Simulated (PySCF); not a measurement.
GeH5Si, SMILES [SiH3][GeH2], multiplicity 2. Atoms are numbered in the order given.

```xyz
7

Si    -1.5822    -0.0177     0.0000
Ge     0.7979     0.0449     0.0000
H     -2.0830     0.6889     1.2183
H     -2.0830     0.6889    -1.2183
H     -2.1240    -1.4158     0.0000
H      1.4547    -0.5758     1.2646
H      1.4547    -0.5758    -1.2646
```
Charge 0, spin multiplicity 2.

Geometry: PBE-D3(BJ)/def2-TZVP. The isomer is the one that the SMILES or the coordinates give; other isomers of the formula were not compared.

Method: PySCF with M06-2X/def2-TZVPD.

Mulliken values depend strongly on the basis, most of all with diffuse functions as here. ESP charges are fitted to the potential on shells at 1.4 to 2.0 van der Waals radii. Atomic charges (e):

```tsv
atom	ESP fit	meta-Löwdin	Mulliken	Mulliken spin
Si1	0.13	0.25	0.14	-0.01
Ge2	-0.01	0.09	-0.31	0.97
H3	-0.03	-0.08	-0.02	0.00
H4	-0.03	-0.08	-0.02	0.00
H5	-0.03	-0.08	-0.02	0.04
H6	-0.01	-0.06	0.12	0.00
H7	-0.01	-0.06	0.12	0.00
```
